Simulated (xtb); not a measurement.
Input file for xtb: GFN2-xTB on H2OPb (SMILES [OH][PbH]), a point of a torsion scan.

```
$ xtb mol.xyz --gfn 2 --sp --chrg 0 --uhf 0
4

O     -1.16296480     0.36465922     0.15725937
Pb     0.95316345     0.76610279    -0.10231557
H     -1.52163137    -0.47507557    -0.11708332
H      0.72897635     2.58767490    -0.30792562
```

The log:

```
[...]
           -------------------------------------------------
          |                Calculation Setup                |
           -------------------------------------------------



           -------------------------------------------------
          |                 G F N 2 - x T B                 |
           -------------------------------------------------

        Reference                      10.1021/acs.jctc.8b01176
      * Hamiltonian:
        H0-scaling (s, p, d)           1.850000    2.230000    2.230000
        zeta-weighting                 0.500000
      * Dispersion:
        s8                             2.700000
        a1                             0.520000
        a2                             5.000000
        s9                             5.000000
      * Repulsion:
        kExp                           1.500000    1.000000
        rExp                           1.000000
      * Coulomb:
        alpha                          2.000000
        third order                    shell-resolved
        anisotropic                    true
        a3                             3.000000
        a5                             4.000000
        cn-shift                       1.200000
        cn-exp                         4.000000
        max-rad                        5.000000


          ...................................................
          :                      SETUP                      :
          :.................................................:
          :  # basis functions                  10          :
          :  # atomic orbitals                  10          :
          :  # shells                            6          :
          :  # electrons                        12          :
          :  max. iterations                   250          :
          :  Hamiltonian                  GFN2-xTB          :
          :  restarted?                      false          :
          :  GBSA solvation                  false          :
          :  PC potential                    false          :
          :  electronic temp.          300.0000000     K    :
          :  accuracy                    1.0000000          :
          :  -> integral cutoff          0.2500000E+02      :
          :  -> integral neglect         0.1000000E-07      :
          :  -> SCF convergence          0.1000000E-05 Eh   :
          :  -> wf. convergence          0.1000000E-03 e    :
          :  Broyden damping             0.4000000          :
          :  net charge                          0          :
          :  unpaired electrons                  0          :
          ...................................................

 iter      E             dE          RMSdq      gap      omega  full diag
   1     -7.3655987 -0.736560E+01  0.196E+01    3.99       0.0  T
   2     -7.3880651 -0.224664E-01  0.132E+01    2.83       1.0  T
   3     -7.3875101  0.555029E-03  0.526E+00    2.78       1.0  T
   4     -7.3893005 -0.179046E-02  0.156E+00    2.67       1.0  T
   5     -7.3896206 -0.320050E-03  0.148E-01    2.84       1.0  T
   6     -7.3896339 -0.133795E-04  0.956E-02    2.81       1.0  T
   7     -7.3896420 -0.809570E-05  0.311E-02    2.82       1.6  T
   8     -7.3896423 -0.277378E-06  0.678E-03    2.82       7.4  T
   9     -7.3896423 -0.905876E-08  0.116E-03    2.82      43.0  T
  10     -7.3896423 -0.230882E-09  0.853E-04    2.82      58.6  T
  11     -7.3896423 -0.339451E-09  0.579E-05    2.82     864.2  T

   *** convergence criteria satisfied after 11 iterations ***

         #    Occupation            Energy/Eh            Energy/eV
      -------------------------------------------------------------
         1        2.0000           -0.8682109             -23.6252
         2        2.0000           -0.6165140             -16.7762
         3        2.0000           -0.4886417             -13.2966
         4        2.0000           -0.4113953             -11.1946
         5        2.0000           -0.3968163             -10.7979
         6        2.0000           -0.3744704             -10.1899 (HOMO)
         7                         -0.2708628              -7.3706 (LUMO)
         8                         -0.1361951              -3.7061
         9                         -0.0159290              -0.4334
        10                          0.2357917               6.4162
      -------------------------------------------------------------
                  HL-Gap            0.1036077 Eh            2.8193 eV
             Fermi-level           -0.3226666 Eh           -8.7802 eV

 SCC (total)                   0 d,  0 h,  0 min,  0.002 sec
 SCC setup                      ...        0 min,  0.000 sec (  2.786%)
 Dispersion                     ...        0 min,  0.000 sec (  0.898%)
 classical contributions        ...        0 min,  0.000 sec (  0.525%)
 integral evaluation            ...        0 min,  0.000 sec (  8.394%)
 iterations                     ...        0 min,  0.001 sec ( 66.256%)
 molecular gradient             ...        0 min,  0.000 sec ( 16.025%)
 printout                       ...        0 min,  0.000 sec (  4.613%)

         :::::::::::::::::::::::::::::::::::::::::::::::::::::
         ::                     SUMMARY                     ::
         :::::::::::::::::::::::::::::::::::::::::::::::::::::
         :: total energy              -7.370737830156 Eh    ::
         :: gradient norm              0.006503594370 Eh/a0 ::
         :: HOMO-LUMO gap              2.819308285655 eV    ::
         ::.................................................::
         :: SCC energy                -7.389642323691 Eh    ::
         :: -> isotropic ES            0.067048145968 Eh    ::
         :: -> anisotropic ES          0.004828532702 Eh    ::
         :: -> anisotropic XC          0.001604968475 Eh    ::
         :: -> dispersion             -0.001469731982 Eh    ::
         :: repulsion energy           0.018904493535 Eh    ::
         :: add. restraining           0.000000000000 Eh    ::
         :: total charge              -0.000000000000 e     ::
         :::::::::::::::::::::::::::::::::::::::::::::::::::::

           -------------------------------------------------
          |                Property Printout                |
           -------------------------------------------------

    * Orbital Energies and Occupations

         #    Occupation            Energy/Eh            Energy/eV
      -------------------------------------------------------------
         1        2.0000           -0.8682109             -23.6252
         2        2.0000           -0.6165140             -16.7762
         3        2.0000           -0.4886417             -13.2966
         4        2.0000           -0.4113953             -11.1946
         5        2.0000           -0.3968163             -10.7979
         6        2.0000           -0.3744704             -10.1899 (HOMO)
         7                         -0.2708628              -7.3706 (LUMO)
         8                         -0.1361951              -3.7061
         9                         -0.0159290              -0.4334
        10                          0.2357917               6.4162
      -------------------------------------------------------------
                  HL-Gap            0.1036077 Eh            2.8193 eV
             Fermi-level           -0.3226666 Eh           -8.7802 eV

     #   Z          covCN         q      C6AA      α(0)
     1   8 O        1.593    -0.652    26.479     6.944
     2  82 Pb       1.690     0.583   427.824    43.212
     3   1 H        0.807     0.257     0.864     1.460
     4   1 H        0.902    -0.188     9.985     4.944

 Mol. C6AA /au·bohr⁶  :        876.376833
 Mol. C8AA /au·bohr⁸  :      87583.437382
 Mol. α(0) /au        :         56.560166
Note: The following floating-point exceptions are signalling: IEEE_DENORMAL
normal termination of xtb


Wiberg/Mayer (AO) data.
largest (>0.10) Wiberg bond orders for each atom

 ---------------------------------------------------------------------------
     #   Z sym  total        # sym  WBO       # sym  WBO       # sym  WBO
 ---------------------------------------------------------------------------
     1   8 O    1.916 --     2 Pb   0.982     3 H    0.921
     2  82 Pb   1.941 --     1 O    0.982     4 H    0.948
     3   1 H    0.934 --     1 O    0.921
     4   1 H    0.965 --     2 Pb   0.948
 ---------------------------------------------------------------------------

Topologies differ in total number of bonds
Writing topology from bond orders to xtbtopo.mol

molecular dipole:
                 x           y           z       tot (Debye)
 q only:        1.484      -0.757      -0.254
   full:        1.718      -1.346      -0.293       5.596
molecular quadrupole (traceless):
                xx          xy          yy          xz          yz          zz
 q only:        2.248       2.855      -3.596       0.806       0.435       1.348
  q+dip:        3.221       2.806      -4.793       1.107       0.472       1.573
   full:        3.627       3.691      -7.881       1.119       1.283       4.254


           -------------------------------------------------
          | TOTAL ENERGY               -7.370737830156 Eh   |
          | GRADIENT NORM               0.006503594370 Eh/α |
          | HOMO-LUMO GAP               2.819308285655 eV   |
           -------------------------------------------------

------------------------------------------------------------------------
------------------------------------------------------------------------
 total:
 SCF:
```

The run finished.

Cost: very roughly 0.020 core-seconds.
